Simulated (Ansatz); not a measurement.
Reaction (redistribution): `O[Si](F)(Cl)Cl` + `C[O][Al]([F])[Cl]` → `F[Si](Cl)(Cl)Cl` + `C[O][Al]([OH])[F]`

Gas-phase electronic energies from Ansatz, PBE0-D4/def2-TZVP geometries. CCSD(T)/CBS adds triple-zeta CCSD(T) − MP2 to the extrapolated MP2 energy (def2 sets, frozen cores). This one scheme is used for every species. DFT in def2-TZVPP. B3LYP here is the variant with VWN-RPA as its local correlation; programs differ in this. Each species was taken in one conformer, which may not be the lowest.

```csv
level,ΔE (kJ/mol),difference from CCSD(T)/CBS
PBE-D4,38.2,-6.5
B97M-V,47.2,2.5
PBE0-D4,43.5,-1.2
B3LYP-D4,42.5,-2.2
revPBE,38.7,-6.0
HF/def2-SVP,56.6,11.9
SCS-MP2/def2-TZVPP,43.4,-1.3
CCSD/def2-TZVPP,47.4,2.7
SCS-MP2/def2-QZVPP,43.1,-1.6
CCSD/CBS(def2),46.5,1.8
CCSD(T)/CBS,44.7,0
```

Largest T1 diagnostic among the species: 0.012.

In def2-TZVPP, CCSD(T) changes the Hartree–Fock value by −13.6 kJ/mol (the triples alone add −1.7 kJ/mol) and MP2 by −17.2 kJ/mol. From PBE to PBE0 (25 % exact exchange), in def2-TZVPP and without D4, ΔE moves by +5.1 kJ/mol. Leaving LDA and LC-ωPBE aside and taking each functional with its dispersion term where it has one, the values, not all of them listed here, spread over 11.3 kJ/mol, from revPBE-D4 to BHLYP-D4.
